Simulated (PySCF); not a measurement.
silylphosphine (H5PSi), SMILES [SiH3]P. Geometry: B3LYP-D3(BJ)/def2-TZVP.

Task: Give the equilibrium geometry at B3LYP-D3(BJ)/def2-TZVP (PySCF confirms it by a frequency run) as bond lengths and angles, and its point group. (An estimate is asked for; the answer gives what the named calculation found.)

Result: point group Cs.
Atoms: Si1 P2 H3 H4 H5 H6 H7. Bonds (Å): Si1–P2 2.268, Si1–H3 1.481, Si1–H4 1.481, Si1–H5 1.482, P2–H6 1.419, P2–H7 1.419. Bond angles (°): P2–Si1–H3 107.9, P2–Si1–H4 107.9, P2–Si1–H5 113.9, H3–Si1–H4 109.0, H3–Si1–H5 109.0, H4–Si1–H5 109.0, Si1–P2–H6 94.2, Si1–P2–H7 94.2, H6–P2–H7 93.7.
Charge 0, spin multiplicity 1.
